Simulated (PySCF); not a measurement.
Structure revision by computed shifts

A compound C₈H₁₆Si gives the data below (simulated from a calculation) and was assigned the structure `CC#C[SiH2]CC(C)(C)C`.

13C{1H} NMR (computed): δ 52.3 (CH2, 2C), 49.4 (C), 47.8 (C), 39.2 (CH2), 37.0 (CH2), 22.0 (CH3), 17.2 (CH2).

1H NMR (600 MHz, computed): δ 3.86 (t, 3H), 1.59 (m, 2H), 1.51 (m, 2H), 1.28 (s, 3H), 1.22 (q, 2H), 1.19 (m, 2H), 0.93 (m, 2H).

[PySCF 2.14.0 with density-fitted response routines: shieldings: GIAO KT2/pcSseg-1; structure optimised with PBE0-D3(BJ)/def2-SVP; averaged over atoms made equivalent by symmetry, fast rotation or ring inversion; no relativistic terms; gas phase; single conformer]

Scale: 1H (σref 31.18) and 13C (σref 183.22) against TMS (reference shieldings calculated alike).

(1) Compare with the shifts computed for the proposed structure, pairing carbons in order of shift.

(2) Which isomer fits?

Results:

(1) Atoms are numbered as in `[CH3:1][C:2]#[C:3][SiH2:4][CH2:5][C:6]([CH3:7])([CH3:8])[CH3:9]`. Each H is labelled by its parent atom.

```json
{"atom": "C2", "computed for proposal": "104.5", "given list": "52.3", "difference": "+52.2"}
{"atom": "C3", "computed for proposal": "72.2", "given list": "52.3", "difference": "+19.9"}
{"atom": "C7", "computed for proposal": "33.9", "given list": "49.4", "difference": "-15.5"}
{"atom": "C8", "computed for proposal": "33.9", "given list": "47.8", "difference": "-13.9"}
{"atom": "C9", "computed for proposal": "33.9", "given list": "39.2", "difference": "-5.3"}
{"atom": "C6", "computed for proposal": "33.5", "given list": "37.0", "difference": "-3.5"}
{"atom": "C5", "computed for proposal": "31.7", "given list": "22.0", "difference": "+9.7"}
{"atom": "C1", "computed for proposal": "6.9", "given list": "17.2", "difference": "-10.3"}
```

The rms difference is 21.8 ppm and the largest +52.2 ppm at C2 (alkyne carbon). The proposal also would give 6 carbon signals, not 7. The carbon types in order of shift don't match either: C, C, CH3, CH3, CH3, C, CH2, CH3 for the proposal against CH2, CH2, C, C, CH2, CH2, CH3, CH2 in the data. The proposal doesn't fit.

(2) `C[C@]12CC[C@](C[SiH3])(C1)C2`.

Carbon types of the structure: 2 × C, 5 × CH2, 1 × CH3, leaving 3 H on heteroatoms. δC 52.3, 39.2, 37.0: sp3 CH2 in a ring; a saturated carbon with 2 carbon neighbours and no heteroatom attached. δC 22.0: methyl carbon; saturated and bonded to C and H only. δH 1.59, 1.51, 1.19, 0.93: hydrogen on an sp3 CH2 in a ring; far from electronegative atoms and π systems. δH 1.28: hydrogen on a methyl carbon; far from electronegative atoms and π systems.

Other isomers checked: C=C(C)[SiH]1CCCCC1 (rms 42.8 ppm).

The data come from this structure; uniqueness wasn't tested.

Shifts are as computed. Against solution values, carbons near 30 ppm lie about +2 ppm off and those near 130 ppm about -5 ppm. Of 1313 compounds with measured shifts, 239 miss one by over three times the rms of a fit or turn the order of signals round; such compounds aren't used in these exercises. Multiplicities follow the n + 1 count of equivalent neighbours, as no J values were calculated; m marks all less simple cases, F and P coupling included.
